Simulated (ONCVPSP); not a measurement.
# How hard is this Al (Z = 13) ONCV potential?

Al, optimised norm-conserving Vanderbilt (ONCV), made with ONCVPSP 4.0.1 (LDA (Perdew-Zunger), scalar-relativistic). Core [Ne], reference 3s2 3p1. Waves: 3s: rc 1.55 bohr, ncon 3, nbas 6, qcut 4.3 1/bohr, 2 projectors, debl 1.6 Ha; 3p: rc 2.95 bohr, ncon 4, nbas 8, qcut 3.3 1/bohr, 2 projectors, debl 1.2 Ha. Local part: polynomial inside 1.35 bohr (lpopt 5, dvloc0 1 Ha). Core correction: none.

Task: For each optimised wave give the share of its norm inside rc, the residual kinetic energy above qcut (Ha) and the cutoffs (Ha) for errors of 10, 1, 0.1 and 0.01 mHa per electron.

Result:

```tsv
wave	norm inside rc	residual KE	10 mHa	1 mHa	0.1 mHa	0.01 mHa
3s	0.143	1.5e-04	3.5	5.8	23.1	60.0
s projector 2	0.175	9.9e-03	9.2	21.7	57.4	not reached
3p	0.438	1.4e-06	1.3	2.1	2.9	3.8
p projector 2	0.200	3.6e-05	2.4	2.9	3.8	14.1
```

The occupied waves need 5.8 Ha and 23 Ha for 1 and 0.1 mHa. The cutoffs count occupied waves only; projector 2 of the s channel, the hardest unoccupied one, needs 22 Ha at the loose tolerance. Note: ghosts flagged at negative energy: s at -76.5 eV; no localised positive-energy state flagged. A true bound ghost makes a file unfit for plane-wave use.
